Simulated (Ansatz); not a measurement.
Geometry optimisation, Ansatz, RHF/def2-SVP.

Input file:

```yaml
crystal:
  periodic: [false, false, false]
  atoms:
    - { symbol: B, position_ang: [-0.065371, -0.250024, 0.098116] }
    - { symbol: O, position_ang: [-0.09092, -0.388026, 1.461083] }
    - { symbol: H, position_ang: [-0.963001, -0.510727, 1.806801] }
    - { symbol: F, position_ang: [1.078477, -0.13945, -0.515989] }
    - { symbol: F, position_ang: [-1.16782, -0.287888, -0.605907] }
    - { symbol: Cl, position_ang: [0.055084, 2.707269, 0.900227] }
    - { symbol: H, position_ang: [0.393751, 1.753547, 1.75017] }
basis:
  gaussian: { orbitals: def2-SVP }
hamiltonian:
  xc: hf
relax:
  f_tol: 0.03
  max_steps: 50
```

Launched with:

```bash
$ ansatz run input.yaml --threads 1 --pin off --max-ram 2048MiB --backend cpu --events-out ev --progress --plain --runs-dir out
```

Where does it end, and by what steps?

The run converged. The force dipped under the threshold on the way, but the program's further checks kept it going. After 14 steps the energy has fallen by 0.129 eV; Cl6 moved furthest, 0.41 Å.

```csv
step,energy less start (eV),largest force component (eV/Å),accepted
0,0.0000,1.284,yes
1,-0.0903,0.704,yes
2,-0.1209,0.301,yes
3,-0.1226,0.223,yes
4,-0.1262,0.098,yes
5,-0.1253,0.233,no
6,-0.1272,0.040,yes
7,-0.1276,0.027,yes
8,-0.1282,0.082,yes
9,-0.1285,0.041,yes
10,-0.1288,0.021,yes
11,-0.1290,0.017,yes
12,-0.1250,0.397,no
13,-0.1289,0.119,no
14,-0.1292,0.028,yes
```

```xyz
7
Properties=species:S:1:pos:R:3
B -0.099 -0.409 0.048
O -0.161 -0.408 1.382
H -1.029 -0.538 1.736
F 1.049 -0.229 -0.545
F -1.166 -0.601 -0.692
Cl 0.023 3.008 1.179
H 0.623 2.062 1.787
```

Time of the run: 20 s on 1 thread of Arm Neoverse V2, with other jobs on the host, peak memory 0.15 GiB.
